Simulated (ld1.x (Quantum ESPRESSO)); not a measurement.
Before and after: TM potential for lead

```
Element                 : lead
Generator               : ld1.x (Quantum ESPRESSO) 7.5
Type                    : norm-conserving Troullier–Martins (Kleinman–Bylander form)
Functional              : PBEsol
Relativity              : scalar-relativistic
Frozen core             : [Xe] 4f14 5d10
Valence charge          : 4
Reference configuration : 6s2 6p0 (charge +2)
Partial waves           : 6p (bound, empty): rc 1.95 bohr; 6s (bound): rc 1.60 bohr
Local potential         : the s channel
Core correction         : a·sin(br)/r model core, default radius (core density twice the valence density)
```

All-electron outer shells of the reference configuration (PBEsol, scalar-relativistic, ld1.x):

```json
{"shell": "6s", "level (eV)": "-27.52", "outermost node (bohr)": "1.01", "outermost maximum (bohr)": "1.93"}
{"shell": "6p", "level (eV)": "-17.15", "outermost node (bohr)": "1.18", "outermost maximum (bohr)": "2.38"}
```

Change: all radii but the core radius scaled by about 0.91 (s 1.46, p 1.78 bohr).

Cutoffs: the cutoffs (Ry, on a coarse ladder) from which the occupation-weighted sum of valence levels, in a spherical-Bessel basis at the reference potential, stays within 10 and 1 mRy of its value at 400 Ry; they do not see the model core or the augmentation charge, which bear on the density cutoff. Errors are all-electron minus pseudo energies relative to the spin-unpolarised reference configuration.

Question: Predict the effect on cutoff, ghosts and configuration errors.

Answer: The potential gets harder (50 Ry and 100 Ry → 90 Ry and 180 Ry); a bound ghost appears in p, which as a rule spoils a file; of the 7 tests that both files solve, the error grows in 0 and shrinks in 2 by more than 15 % and 0.3 meV (median size 65.3 → 60.4 meV). A smaller radius makes the pseudo-wave follow the all-electron one further in, where it bends more sharply, so more plane waves are needed.

| quantity | base | changed |
| --- | --- | --- |
| cutoff, loose | 50 Ry | 90 Ry |
| cutoff, tight | 100 Ry | 180 Ry |
| bound ghosts | none | p |
| error for 6s2 6p2, meV [ΔE -20.04 eV] | -89 | -83 |
| error for 6s2 6p1, meV [ΔE -13.45 eV] | -36 | -33 |
| error for 6s1 6p0, meV [ΔE 32.48 eV] | -218 | -205 |
| error for 6s1 6p2, meV [ΔE -3.87 eV] | -9.7 | -0.8 |
| error for 6s2 6p2.3, meV [ΔE -20.85 eV] | -98 | -92 |
| error for 6s1 6p3, meV [ΔE -11.27 eV] | -30 | -20 |
| error for 6s2 6p1.5, meV [ΔE -17.54 eV] | -65 | -60 |

 A true bound ghost makes a file unfit for plane-wave use even where its test errors are small: the radial tests pick states by their node count and pass the ghost by.
